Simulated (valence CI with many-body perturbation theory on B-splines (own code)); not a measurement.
**Br¹²⁺ in brief**

Level of theory: configuration interaction combined with many-body perturbation theory (CI+MBPT): five valence electrons over a frozen Dirac-Fock core [Ar], a basis of 7 s, 7 p, 8 d, 6 f, 4 g, 1 h functions for each j, with the one-electron correlation potential Σ1, the two-electron term Σ2, the three-electron term Σ3, Breit, model QED; selected CI, second order for the rest, scaled by the run's own slope (own B-spline code, finite nucleus).

No measured spectrum was set against this ion. As an estimate, terms of the open shell hold to 2 to 4 % of their energy, and close levels can change places. Only levels of the ground parity were solved; by the run's estimate the other parity begins above the list, which can be wrong where configurations are misplaced.

Names give the largest LS component (configuration and term), which can be under half, so a name can repeat, a term be missing and a line seem to break the LS rules; names also repeat where a configuration has a term twice.

Rates and lifetimes use the calculated energies. Strong lines usually hold to 10 to 20 %, long lifetimes can be off by a factor of two.

(1) What is the ground level?

(2) Name the longest-lived excited levels whose lifetime is computed, and their main decay.

(3) What is the ionisation energy?

(4) How well does LS coupling describe the low levels?

Answers

(1) 3d5 6S_5/2, composition 98 % 3d5 6S + 1 % 3d5 4P, g = 1.995.

(2) 3d5 4G_9/2 at 71015 cm⁻¹ lives 75.7 s, mostly by M1 to 3d5 4G_11/2. The lifetime of 3d5 4G_11/2 is too uncertain to give, and may be longer.

(3) 392.35 eV; NIST lists 393 ± 3 eV (theoretical).

(4) Among the lowest 20 levels the leading LS term, summed over configurations, holds 79 % on average. For single configurations the figures are 79 % in LS and 55 % in jj coupling. Terms mix most in the J = 5/2 level at 106940 cm⁻¹, where the leading one holds 49 %.
